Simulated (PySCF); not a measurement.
A structure optimised at B3LYP-D3(BJ)/def2-SVP, used in a PySCF frequency run:

```
C
C 1 1.3377
H 1 1.0950 2 121.03
H 2 1.0955 1 122.61 3 -180.00
H 2 1.0975 4 116.04 1 -180.00
In 1 2.1306 3 118.98 2 180.00
F 6 1.9629 1 126.54 3 0.00
Cl 6 2.3592 7 111.72 1 180.00
```

Question: Write its SMILES, formula and point group.

Answer: C=[CH][In]([F])[Cl], C₂H₃ClFIn, Cs

Question: What are its rotational constants (standard atomic weights)?

Answer: 2.5893, 1.9594, 1.1154 GHz
